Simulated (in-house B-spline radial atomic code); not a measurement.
RPA and G0W0 for the indium ion In³⁺, [Kr] 4d10, as one setting changes: the highest l of the empty states. Start: r2SCAN. A dash marks a level of low quasi-particle weight. Computed with an all-electron radial atomic-structure program (B-spline basis): all electrons, scalar-relativistic (spin-free one-electron X2C), finite nucleus, each spin shell either full or empty, empty states to the listed l with an (l + 1/2)⁻⁴ tail; G0W0 by contour deformation at full frequency.

```
highest l of the empty states  RPA summed (Eh)  RPA extrapolated (Eh)  G0W0 level (eV)
                            4          -3.0269                -3.5802        4d -56.00
                            5          -3.2777                 -3.627        4d -56.28
                            6          -3.4008                -3.6124        4d -56.28
                            7          -3.4667                -3.6014        4d -56.31
                            8          -3.5027                -3.5879        4d -56.29
                            9                ?                      ?                ?
                           10                ?                      ?                ?
                           11          -3.5458                 -3.575        4d -56.27
```

(1) What belongs in the row for 10?

(2) What belongs in the row for 9?

Results:

(1) RPA summed (Eh): -3.5371; RPA extrapolated (Eh): -3.5773; G0W0 level (eV): 4d -56.27.

(2) RPA summed (Eh): -3.5239; RPA extrapolated (Eh): -3.5811; G0W0 level (eV): 4d -56.28.
